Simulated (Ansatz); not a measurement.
`CC(C)[NH][Hf]([F])([Cl])[Cl]` at its PBE0-D4/def2-TZVP geometry, where that method's forces vanish. Charge 0, multiplicity 1. Hf takes the def2 core potential.

```xyz
16

C    -0.0488    1.9323   -0.5801
C    -0.6562    0.5722   -0.2762
C    -0.7773    0.3405    1.2197
N     0.1279   -0.5016   -0.8761
Hf    1.0517   -2.0798   -0.0688
F     2.0283   -1.5195    1.4635
Cl   -0.5661   -3.6491    0.6158
Cl    2.4350   -2.9420   -1.7565
H    -0.6674    2.7344   -0.1698
H     0.9507    2.0079   -0.1442
H     0.0375    2.0931   -1.6578
H    -1.6676    0.5411   -0.7051
H    -1.2409   -0.6276    1.4362
H    -1.4010    1.1084    1.6799
H     0.2041    0.3803    1.7030
H     0.1901   -0.3906   -1.8835
```

**Question.** What forces (eV/Å) does r2SCAN-D4/def2-TZVPP give on these atoms in the Gaussian-basis code of Ansatz? (Estimate.)

**Answer.** Ansatz gave: 
```
C1   0.050  0.142 -0.034
C2  -0.175  0.089 -0.018
C3  -0.007 -0.029  0.146
N4   0.049 -0.032 -0.081
Hf5  0.053 -0.065  0.053
F6   0.031  0.026  0.057
Cl7 -0.079 -0.083  0.041
Cl8  0.068 -0.036 -0.075
H9   0.009 -0.010 -0.003
H10 -0.010 -0.006 -0.003
H11  0.002 -0.005  0.015
H12 -0.019  0.004 -0.010
H13  0.015  0.004 -0.004
H14  0.010 -0.008 -0.009
H15 -0.003 -0.003 -0.015
H16  0.005  0.014 -0.061
```
